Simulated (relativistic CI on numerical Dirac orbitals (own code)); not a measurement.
**Electric-dipole transitions in Mo6+**

Method of calculation: Dirac-Coulomb-Breit CI, separate exchange-only KLI orbitals for each configuration, model QED (radiative potential, 1s self-energy scaled to tabulated hydrogen-like ionisation energies), valence Slater integrals scaled by 0.9, configuration energies shifted to the measured levels that pair with them (semi-empirical) (own radial code, finite nucleus).

Configuration list (outside the closed core [Ar] 3d10): 4s²4p⁶, 4s²4p⁵4d, 4s²4p⁵5s, 4s²4p⁵5d, 4s²4p⁵6s, 4s4p⁶5p, 4s²4p⁵6d, 4s²4p⁵7s, 4s²4p⁵8s, 4s²4p⁵9s, 4s²4p⁴4d², 4s4p⁶4d, 4s²4p⁵4f, 4s4p⁶4f, 4p⁶4d², 4s²4p⁵5p, 4s²4p⁴4f², 4s4p⁵4d², 4s²4p⁵6p, 4s²4p⁴4d4f, 4s4p⁶5s, 4s²4p⁵5f, 4s²4p⁵5g, 4p⁶4f², 4s²4p⁴4d5s, 4s²4p⁵6f, 4s4p⁶5d, 4s²4p⁴4d5p, 4s4p⁶6s, 4s4p⁵4d4f. Levels of other configurations are missing.

```
λ vac (nm)           Lower                Upper   A (s⁻¹)  log gf  S velocity/length
    13.649  4s²4p⁶ ¹S0 [1]  4s²4p⁵6s ³P°1 [148]  5.56e+09   -1.33               0.80
    14.085  4s²4p⁶ ¹S0 [1]  4s²4p⁵6s ¹P°1 [131]  1.02e+10   -1.04               0.81
    19.880  4s²4p⁶ ¹S0 [1]   4s²4p⁵5s ³P°1 [17]  1.25e+10   -0.65               0.86
    20.781  4s²4p⁶ ¹S0 [1]   4s²4p⁵5s ¹P°1 [15]  1.61e+10   -0.51               0.87
    23.483  4s²4p⁶ ¹S0 [1]   4s²4p⁵4d ¹P°1 [13]  2.37e+11    0.77               0.94
    29.327  4s²4p⁶ ¹S0 [1]    4s²4p⁵4d ³D°1 [9]  1.56e+09   -1.22               0.93
```

Terms are leading LS components. Brackets give the number of a level in order of energy, since labels repeat. The list gives strong lines, with weight on those to low levels, without configurations that were not tied to measured data, among the lowest 400 of 1257 levels, so that lines to higher ones, which can be the strongest, are missing. Levels whose partners in the same complex of configurations lie outside the list can be far off, and so can their lines. Rates are taken at the computed energies, electric ones in the length gauge. A velocity-to-length ratio far from 1 marks an uncertain rate.

Configurations whose levels could be paired with our table of measured levels were shifted onto them, all but the ground configuration, by the median error of their levels; single terms can still be off by 1,000 to 2,000 cm⁻¹ or more, and rates follow the energies as ν³ (E1, M1) or ν⁵ (E2). The others borrow a shift and can be off by several thousand cm⁻¹ or more. 12 of the 17 excited levels that our extract of the measured tables holds in this range could be paired (the sources list more); they are missed by 805 cm⁻¹ on average and 8306 at most, after the shifts were fitted to these levels, and levels without a partner can miss by more.

LS names give the leading component of a level, which can be under half, so a name can repeat, a term be missing and a line seem to break the LS rules.
